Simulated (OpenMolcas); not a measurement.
Ni3+: input and output

Ni3+ with 6 ligands (fluoride) in octahedral coordination (Oh) at 1.91 Å. A charge of +0.5 e stands 3.2 Å behind each ligand. Ligand basis ANO-RCC-VDZP. With inversion symmetry the input lists one of each pair of outer charges.

Input:

```
&GATEWAY
Coord
7

Ni 0.0 0.0 0.0
F 1.910000 0.000000 0.000000
F 0.000000 1.910000 0.000000
F -1.910000 0.000000 0.000000
F 0.000000 -1.910000 0.000000
F 0.000000 0.000000 1.910000
F 0.000000 0.000000 -1.910000
Basis=Ni.ANO-RCC-VTZP,F.ANO-RCC-VDZP
Group=XYZ
NoMove
AngMom=0.0 0.0 0.0
AMFI
RICD
XField
3 Angstrom 0
5.110000 0.000000 0.000000 0.500000
0.000000 5.110000 0.000000 0.500000
0.000000 0.000000 5.110000 0.500000
&SEWARD
* reference wave functions (RASSCF and RASSI steps not shown): 7 electrons in 5 orbitals (3d)
>>> COPY JOB001 $Project.JobIph
&CASPT2
Multistate=10 1 2 3 4 5 6 7 8 9 10
NoMult
Frozen=5 6
IPEA=0.25
Imaginary=0.1
MaxIter=60
WThr=0.0 0.3 0.05
PrWF=0.5
NoMix
>>> COPY JOB002 $Project.JobIph
&CASPT2
Multistate=40 1 2 3 4 5 6 7 8 9 10 11 12 13 14 15 16 17 18 19 20 21 22
23 24 25 26 27 28 29 30 31 32 33 34 35 36 37 38 39 40
NoMult
Frozen=5 6
IPEA=0.25
Imaginary=0.1
MaxIter=60
WThr=0.0 0.3 0.05
PrWF=0.5
NoMix
```

Launched by
```bash
OMP_NUM_THREADS=1 MOLCAS_MEM=2457 MOLCAS_PROJECT=a pymolcas a.inp > a.log  # once for each step of the input, in one work folder
```

Output, cut to the results:

```
--- CASPT2 ---
Orbital specifications:
      -----------------------

      Symmetry species                           1   2
                                                ag  au
      Frozen orbitals                            5   6
      Inactive orbitals                         13  15
      Active orbitals                            5   0
      Secondary orbitals                        49  50
      Deleted orbitals                           0   0
      Number of basis functions                 72  71
Type of calculation                        SS-CASPT2
      Fock operator                              state-specific
      IPEA shift                                 0.25
      Real shift                                 0.00
      Imaginary shift                            0.10
      The input orbitals will be transformed to quasi-canonical
Reference energy:       -2117.2336106945
      E2 (Non-variational):      -1.9385301972
      Shift correction:          -0.0015837884
      E2 (Variational):          -1.9401139856
      Total energy:           -2119.1737246801
      Residual norm:              0.0000005132
      Reference weight:           0.70421
      Contributions to the CASPT2 correlation energy
      Active & Virtual Only:         -0.1821859635
      One Inactive Excited:          -0.3404638549
      Two Inactive Excited:          -1.4158803789
Reference energy:       -2117.2336106945
      E2 (Non-variational):      -1.9384350558
      Shift correction:          -0.0015813128
      E2 (Variational):          -1.9400163686
      Total energy:           -2119.1736270631
      Residual norm:              0.0000005442
      Reference weight:           0.70438
      Contributions to the CASPT2 correlation energy
      Active & Virtual Only:         -0.1821910587
      One Inactive Excited:          -0.3404780582
      Two Inactive Excited:          -1.4157659389
::    CASPT2 Root  1     Total energy:  -2119.17372468
::    CASPT2 Root  2     Total energy:  -2119.17362706
::    CASPT2 Root  3     Total energy:  -2119.17372331
::    CASPT2 Root  4     Total energy:  -2119.11478412
::    CASPT2 Root  5     Total energy:  -2119.11476612
::    CASPT2 Root  6     Total energy:  -2119.11477072
::    CASPT2 Root  7     Total energy:  -2119.05230713
::    CASPT2 Root  8     Total energy:  -2119.05405498
::    CASPT2 Root  9     Total energy:  -2119.05405379
::    CASPT2 Root 10     Total energy:  -2119.05405518
--- CASPT2 ---
Orbital specifications:
      -----------------------

      Symmetry species                           1   2
                                                ag  au
      Frozen orbitals                            5   6
      Inactive orbitals                         13  15
      Active orbitals                            5   0
      Secondary orbitals                        49  50
      Deleted orbitals                           0   0
      Number of basis functions                 72  71
Type of calculation                        SS-CASPT2
      Fock operator                              state-specific
      IPEA shift                                 0.25
      Real shift                                 0.00
      Imaginary shift                            0.10
      The input orbitals will be transformed to quasi-canonical
Reference energy:       -2117.1691250541
      E2 (Non-variational):      -1.9845815841
      Shift correction:          -0.0014667816
      E2 (Variational):          -1.9860483657
      Total energy:           -2119.1551734198
      Residual norm:              0.0000005328
      Reference weight:           0.69900
      Contributions to the CASPT2 correlation energy
      Active & Virtual Only:         -0.1853202136
      One Inactive Excited:          -0.3609283926
      Two Inactive Excited:          -1.4383329779
Reference energy:       -2117.1691250538
      E2 (Non-variational):      -1.9846703927
      Shift correction:          -0.0014687611
      E2 (Variational):          -1.9861391537
      Total energy:           -2119.1552642076
      Residual norm:              0.0000005425
      Reference weight:           0.69895
      Contributions to the CASPT2 correlation energy
      Active & Virtual Only:         -0.1853244434
      One Inactive Excited:          -0.3610035560
      Two Inactive Excited:          -1.4383423933
::    CASPT2 Root  1     Total energy:  -2119.15517342
::    CASPT2 Root  2     Total energy:  -2119.15526421
::    CASPT2 Root  3     Total energy:  -2119.10495820
::    CASPT2 Root  4     Total energy:  -2119.10497216
::    CASPT2 Root  5     Total energy:  -2119.10495501
::    CASPT2 Root  6     Total energy:  -2119.10852839
::    CASPT2 Root  7     Total energy:  -2119.10856212
::    CASPT2 Root  8     Total energy:  -2119.10856204
::    CASPT2 Root  9     Total energy:  -2119.09665567
::    CASPT2 Root 10     Total energy:  -2119.09704132
::    CASPT2 Root 11     Total energy:  -2119.09704782
::    CASPT2 Root 12     Total energy:  -2119.07354093
::    CASPT2 Root 13     Total energy:  -2119.05824285
::    CASPT2 Root 14     Total energy:  -2119.05832683
::    CASPT2 Root 15     Total energy:  -2119.05837259
::    CASPT2 Root 16     Total energy:  -2119.04052663
::    CASPT2 Root 17     Total energy:  -2119.04144256
::    CASPT2 Root 18     Total energy:  -2119.03413706
::    CASPT2 Root 19     Total energy:  -2119.03240676
::    CASPT2 Root 20     Total energy:  -2119.03074734
::    CASPT2 Root 21     Total energy:  -2119.01767313
::    CASPT2 Root 22     Total energy:  -2119.01757452
::    CASPT2 Root 23     Total energy:  -2119.01691566
::    CASPT2 Root 24     Total energy:  -2118.99541398
::    CASPT2 Root 25     Total energy:  -2118.99543990
::    CASPT2 Root 26     Total energy:  -2118.99555740
::    CASPT2 Root 27     Total energy:  -2118.97817044
::    CASPT2 Root 28     Total energy:  -2118.97844014
::    CASPT2 Root 29     Total energy:  -2118.99823067
...
```

Spin-orbit levels above the lowest (labels of O, the rotations of Oh), with the averaged single-state CASPT2 energies on the diagonal:

| E (cm-1) | Degeneracy | Label | 2S+1 | g |
| --- | --- | --- | --- | --- |
| 0 | 2 | Γ6 | 4 | 4.37 4.37 4.37 |
| 470 | 4 | Γ8 | 4 |  |
| 1170 | 4 | Γ8 | 4 |  |
| 1400 | 2 | Γ7 | 4 | 0.96 0.96 0.96 |
| 5090 | 4 | Γ8 | 2 |  |
| 13430 | 4 | Γ8 | 4 (79 %) |  |
| 13540 | 2 | Γ6 | 4 | 2.37 2.37 2.37 |
| 13660 | 4 | Γ8 | 4 |  |
| 13990 | 2 | Γ7 | 4 | 2.76 2.76 2.76 |
| 15040 | 4 | Γ8 | 2 (88 %) |  |
| 15670 | 2 | Γ6 | 2 | 1.11 1.11 1.11 |
| 16220 | 4 | Γ8 | 2 (88 %) |  |
| 16510 | 2 | Γ7 | 2 | 1.19 1.19 1.19 |
| 17520 | 4 | Γ8 | 2 |  |
| 18070 | 2 | Γ6 | 2 | 1.11 1.11 1.11 |
| 22960 | 2 | Γ6 | 2 | 1.99 1.99 1.99 |
| 25890 | 2 | Γ7 | 2 (86 %) | 1.99 1.99 1.99 |
| 26070 | 4 | Γ8 | 2 (77 %) |  |
| 26870 | 4 | Γ8 | 4 |  |
| 26950 | 2 | Γ7 | 4 (86 %) | 2.58 2.58 2.58 |

Roots that are degenerate in the reference are averaged as groups; the widest CASPT2 spread within a group is 1600 cm-1 (the 3-fold group of multiplicity 2 near 29600 cm-1 above the lowest state of its run). Shifts and gaps below about the spread of the groups concerned are not significant. Over all roots computed the reference weight is 0.64 to 0.72; the roots of lowest weight are the least certain, and an intruder state may touch them. An orbital triplet at a regular site is open to Jahn-Teller coupling, which can distort the site and quench the lowest spin-orbit gaps and is left out. This shell can be high or low spin here, a state of another spin lies low, and with metal d orbitals alone active their balance is uncertain, so the ground spin may be wrong. A single d shell leaves out the double-shell effect, which counts most for late 3d ions, where the CASPT2 field can be off either way by tens of per cent. Ligand-to-metal charge-transfer states are missing. These CASPT2 states fit no ligand-field parameters well, so their order and spin gaps are uncertain. With no ligand orbital active B as a rule stays too high, so bands that hang on it stand too high and its fall with covalency is understated. With one d shell and no ligand orbital active, 10Dq can be off by a tenth or more. Free-ion shares, where given, are those of the reference states; single-state CASPT2 does not remix them. No measured value stands beside these numbers; the geometry was imposed, not optimised, and the real ion may take another.

The CASPT2 steps took 6.4 min on 1 thread of Intel(R) Xeon(R) Platinum 8275CL CPU @ 3.00GHz (Skylake/Cascade Lake), with other jobs on the host; the integral step is not counted.
